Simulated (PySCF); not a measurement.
# Electron correlation in P (phosphorus, neutral)

[Ne] 3s1 3p4, high-spin 4P determinant (an excited configuration). Calculation: PySCF 2.14, in x2c-TZVPPall (5s5p3d1f, 42 functions); the spin-free X2C one-electron Hamiltonian (Gaussian nucleus). Frozen: [Ne]; 5 electrons correlated.

MP2 pair energies summed by pair of shells (mhartree):

```csv
pair,energy,share (%)
3p-3p,-69.43,86.9
3s-3p,-10.44,13.1
```

Total MP2 correlation energy: -79.87 mhartree.

Same-spin part -22.94 and opposite-spin part -56.93 mhartree; SCS-MP2 scales them by 1/3 and 6/5 to -75.97 mhartree.
